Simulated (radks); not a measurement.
The numbers below are computed, except where a source is named.
Ni V, configuration [Ar] 3d6.

Level of theory: scalar-relativistic Kohn-Sham, r2SCAN, spin-unpolarised, spherical densities, finite nucleus; meta-GGA in the generalised Kohn-Sham scheme; Fermi nuclear charge, rms radius 3.7757 fm (a radial shooting solver on a logarithmic mesh with Libxc functionals).

Energy parts (eV):
part                      energy
total                 -41260.263
kinetic                41839.093
electron-nucleus      -97520.604
Hartree                16097.740
exchange-correlation   -1676.491

Orbitals (lengths in bohr, moments of r in powers of bohr; <r^-3> diverges for s and p1/2; r(max) is where P^2 peaks):
\begin{tabular}{lrrrrrr}
orbital & occ. & eigenvalue (eV) & <r^4> & <r^2> & r(max) & <r^-3> \\ \hline
1s & 2 & -8303.137 & 0.00003996 & 0.003938 & 0.03540 & - \\
2s & 2 & -1057.091 & 0.008680 & 0.07055 & 0.2043 & - \\
2p & 6 & -916.8247 & 0.006553 & 0.05684 & 0.1649 & 624.6 \\
3s & 2 & -176.9325 & 0.5901 & 0.6092 & 0.6352 & - \\
3p & 6 & -135.2461 & 0.7618 & 0.6710 & 0.6415 & 82.80 \\
3d & 6 & -68.5649 & 1.614 & 0.8703 & 0.6098 & 8.537 \\
\end{tabular}

The highest occupied level is 3d at -68.565 eV. The density falls to 0.001 e/bohr^3 at r = 2.45 bohr.
